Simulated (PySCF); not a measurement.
F₃GeHO, SMILES [OH][Ge]([F])([F])[F].

Coordinates come from a PBE-D3(BJ)/def2-SVP optimisation. Other conformers were not sampled.

Computed with PySCF with PBE-D3(BJ)/def2-SVP.

Frequencies are harmonic and unscaled.

```
mode  ν (cm⁻¹)  IR (km/mol)  moving atoms (share of kinetic energy)
----  --------  -----------  --------------------------------------
1           64         85.5                          H 80 %, F 20 %
2          196          1.1                          F 74 %, O 23 %
3          213         21.6                  F 59 %, O 26 %, H 15 %
4          244         31.6                 F 51 %, Ge 24 %, O 20 %
5          253         38.1                 F 47 %, O 29 %, Ge 24 %
6          259         38.9                         F 69 %, Ge 24 %
7          673          0.4                          F 73 %, O 26 %
8          742         85.2                         F 74 %, Ge 26 %
9          756         72.6                         F 67 %, Ge 26 %
10         759        117.1                 O 50 %, F 25 %, Ge 24 %
11         907         72.9                                  H 90 %
12        3717        102.6                                  H 94 %
```
